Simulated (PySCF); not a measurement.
C₇H₁₁O (charge +1).
Bonds: O1–C2 (triple), C2–C3, C3–C4, C4–C5, C5–C6, C6–C7, C7–C8, C4–C8. Hydrogens: H9, H10 on C3; H11 on C4; H12, H13 on C5; H14, H15 on C6; H16, H17 on C7; H18, H19 on C8.

Level: PBE0/def2-SVPD in PySCF, non-relativistic, on one gas-phase PBE0-D3(BJ)/def2-SVP geometry that isn't relaxed in the solvent. The solvent is an IEF-PCM continuum (cavity from Bondi-type radii × 1.2). Specific hydrogen bonds and non-electrostatic terms are outside this model.

Gas phase at PBE0/def2-SVPD: HOMO -13.06 eV, LUMO -7.46 eV.

Problem. What does the continuum do to the energy and the frontier levels at PBE0/def2-SVPD in benzene and dichloromethane?

Solution. 
```csv
solvent,ε,E(solvent) − E(gas) (kcal/mol),polarisation term (kcal/mol),distortion of the solute (kcal/mol),HOMO (eV),LUMO (eV)
benzene,2.271,-31.94,-32.31,0.37,-10.73,-4.85
dichloromethane,8.93,-51.76,-53.22,1.46,-9.41,-3.25
```

Polarisation term: ½ Σ q·V over the induced surface charges. Distortion: the rise of the solute's own energy as its density leaves the gas-phase optimum. From benzene to dichloromethane the lowering changes by a factor 1.62, Born's factor 1 − 1/ε by 1.59 and ε itself by 3.9.

Problem. Which radius a makes Born's formula ΔE = −(q²/2a)(1 − 1/ε) give the value in dichloromethane?

Solution. a = q²(1 − 1/ε)/(2|ΔE|) = 2.85 Å, with q = +1 e and |ΔE| = 0.0825 Eh; the farthest nucleus lies 2.89 Å from the centroid of the nuclei. The formula assumes a point charge at the centre of a sphere.

Problem. How does the static polarisability (PBE0/def2-SVPD, frozen core, with the continuum's full static response) change?

Solution. 
```tsv
medium	isotropic (au)	principal values (au)	⟨r²⟩ of the electrons (bohr²)
gas	75.2	68.8, 75.5, 81.3	889.9
benzene	86.2	79.0, 86.1, 93.6	890.8
dichloromethane	98.2	90.3, 96.7, 107.5	891.6
```

The isotropic value in dichloromethane is 1.31 times the gas-phase one; no cavity-field correction is applied. ⟨r²⟩ is taken about the centre of nuclear charge.

The run took 46 s wall on Arm Neoverse V2, one thread, shared host with 96 logical CPUs at a one-minute load of 46, and the process peaked at 1.1 GiB of memory. This is the whole response run at PBE0/def2-SVPD in dichloromethane, SCF included.
